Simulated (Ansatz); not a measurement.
CaF$_{2}$, charge -1, doublet, at a GFN2-xTB geometry (such geometries of metal compounds can be far from the true shape) (a state made from the parent by changing its charge; the spin is typed, not shown lowest) (a gas-phase anion, which may not be bound at this level); Ansatz (a first-principles code) with WB97X/def2-SVPD.

The Ansatz input:
Ansatz 0.2 input:
```yaml
crystal:
  periodic: [false, false, false]
  atoms:
    - {symbol: Ca, position_ang: [0.00000000, 0.00000000, 0.00000000]}
    - {symbol: F, position_ang: [0.00000000, 0.00000000, 1.88609121]}
    - {symbol: F, position_ang: [-0.00000000, -0.00000000, -1.88609121]}
basis:
  gaussian:
    orbitals: def2-SVPD
hamiltonian:
  xc: {name: wB97X}
total_charge: -1
magnetization: {spin_polarized: true, initial_magnetization: 1}
```

Question: What does Ansatz print? Leave out banner, timings and long lists.

Answer: 
```
Functional definition: wB97X
751 factors; integrals over basis functions are off by at most 5.5e-4 eV
254 factors; integrals over basis functions are off by at most 2.8e-5 eV
mean field evaluation 1: about -23868.0226 eV, gradient 5.5e0 eV
mean field evaluation 2: about -23868.4437 eV, gradient 3.3e0 eV
mean field evaluation 4: about -23868.5286 eV, gradient 4.1e-1 eV
mean field evaluation 8: about -23868.6520 eV, gradient 8.7e-2 eV
mean field evaluation 16: about -23868.6525 eV, gradient 6.4e-4 eV
mean field -23868.65249088 eV, -877.1568002860 hartree, gradient 1.4e-5 eV, S^2 0.750358; 1 other end points of the search recorded, 0 dependent functions left out
reference -23868.65254139 eV, -877.1568021422 hartree; 20, 19 occupied and 53, 54 virtual orbitals, 751 factors
Total energy: -23868.65254139 eV, -877.1568021422 hartree
```
